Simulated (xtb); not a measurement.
FH₃S₃Sn, SMILES [SH][Sn]([SH])([SH])[F]. All values are semi-empirical tight-binding results from xtb (GFN2-xTB unless named), good for trends rather than for accurate numbers. Geometry: GFN2-xTB. The structure was generated by enumeration; whether it is a known compound was not checked. The values are those of a single conformer.

The geometry has at least one imaginary mode, so it is a saddle point at that level.

For metal compounds this method's bond lengths and energies can be far off.

```
Property       Value
-----------  -------
orbital gap  1.19 eV
```
